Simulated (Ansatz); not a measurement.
Born–Oppenheimer molecular dynamics of C₃H₉NO₂Si (16 atoms, charge 0, multiplicity 1). It starts at the highest image of a converged band. Of that band: Neighbouring images differ by up to 3.1 eV, so the band resolves the path poorly. A vibrational analysis at the climbing image gives one clearly imaginary mode, 2342i cm⁻¹: a first-order saddle point.

These are results of RHF/STO-3G in Ansatz 0.2.0, not measurements.

```yaml
ensemble: NVE (velocity Verlet)
time_step: 0.5 fs
steps_asked: 200
starting_velocities_drawn_for: 300 K
seed: 7628
```

First frame:

```xyz
16
Properties=species:S:1:pos:R:3
C 1.949 -0.286 0.412
C 0.690 -0.334 -0.443
N 0.813 -0.790 -1.838
C -0.527 0.004 -0.044
O -1.587 -0.103 -0.946
Si -1.127 0.598 1.631
O -2.761 1.223 1.140
H 2.415 -1.268 0.480
H 2.686 0.396 -0.008
H 1.724 0.046 1.420
H 1.517 -0.206 -2.318
H 1.223 -1.739 -1.843
H -1.145 -0.420 -1.775
H -2.546 0.233 1.998
H -0.389 1.792 1.924
H -2.959 0.831 0.253
```

**Question.** How far do the bonds stretch over the last three quarters of this one trajectory? (Pairs bonded in most of those frames.)

**Answer.** 
```json
{"bond": "C1–C2", "mean (Å)": "1.529", "spread (Å)": "0.011", "shortest": "1.51", "longest": "1.56"}
{"bond": "C1–H8", "mean (Å)": "1.092", "spread (Å)": "0.029", "shortest": "1.05", "longest": "1.13"}
{"bond": "C1–H9", "mean (Å)": "1.088", "spread (Å)": "0.015", "shortest": "1.07", "longest": "1.11"}
{"bond": "C1–H10", "mean (Å)": "1.088", "spread (Å)": "0.018", "shortest": "1.06", "longest": "1.12"}
{"bond": "C2–N3", "mean (Å)": "1.476", "spread (Å)": "0.010", "shortest": "1.45", "longest": "1.49"}
{"bond": "C2–C4", "mean (Å)": "1.325", "spread (Å)": "0.012", "shortest": "1.30", "longest": "1.35"}
{"bond": "N3–H11", "mean (Å)": "1.035", "spread (Å)": "0.023", "shortest": "1.00", "longest": "1.07"}
{"bond": "N3–H12", "mean (Å)": "1.035", "spread (Å)": "0.013", "shortest": "1.01", "longest": "1.07"}
{"bond": "C4–O5", "mean (Å)": "1.402", "spread (Å)": "0.016", "shortest": "1.37", "longest": "1.43"}
{"bond": "C4–Si6", "mean (Å)": "1.913", "spread (Å)": "0.047", "shortest": "1.84", "longest": "1.98"}
{"bond": "O5–H13", "mean (Å)": "0.991", "spread (Å)": "0.009", "shortest": "0.98", "longest": "1.01"}
{"bond": "Si6–H15", "mean (Å)": "1.468", "spread (Å)": "0.012", "shortest": "1.44", "longest": "1.49"}
{"bond": "O7–H14", "mean (Å)": "1.005", "spread (Å)": "0.054", "shortest": "0.91", "longest": "1.14"}
{"bond": "O7–H16", "mean (Å)": "1.006", "spread (Å)": "0.062", "shortest": "0.90", "longest": "1.12"}
```

Mean temperature of the second half: 882 K. The conserved energy stayed within 0.68 meV per atom of its start (net change -0.022 meV per atom), so the integration is sound. The system heated up, since it started high on the potential surface and ran downhill. A run of 0.1 ps of so small a system gives no equilibrium averages. The orbitals stay closed-shell, which can raise the energy where a bond breaks towards radicals; this wasn't checked here. Limits of this set-up: minimal basis.

The run took 9.4 min on 1 thread of Arm Neoverse N1, with other jobs on the host, peak memory 0.12 GiB.
